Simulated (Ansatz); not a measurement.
`[SeH][SiH]1BO1`. Charge 0, multiplicity 1.

Z-matrix (Å, degrees):
```
Si
B 1 1.896
O 1 1.752 2 42.9
Se 1 2.255 2 124.1 3 -92.6
H 1 1.479 2 125.6 3 80.1
H 2 1.189 1 165.4 3 178.1
H 4 1.470 1 93.6 2 148.0
```

Problem. What are the harmonic wavenumbers in cm⁻¹ at PBE0-D4/def2-TZVP (Ansatz, finite differences of forces, unscaled)? (Best estimate.)

Solution. Ansatz gave: 167, 195, 210, 388, 550, 608, 646, 744, 764, 807, 988, 1333, 2253, 2435, 2692.

Problem. Is this a minimum?

Solution. Yes, all 15 modes are real.

Problem. Give the ideal-gas thermochemistry at 298.15 K and 1 bar (rigid rotor, harmonic oscillator; point group C1, symmetry number 1).

Solution. Zero-point energy 88.4 kJ/mol; H(298) − E = 105.8 kJ/mol; entropy 322.6 J/(mol·K), of which translation 170.2, rotation 111.1, vibration 41.3; G(298) − E = 9.6 kJ/mol.

Problem. Rotational constants (cm⁻¹)?

Solution. 0.4532, 0.05595, 0.05465.
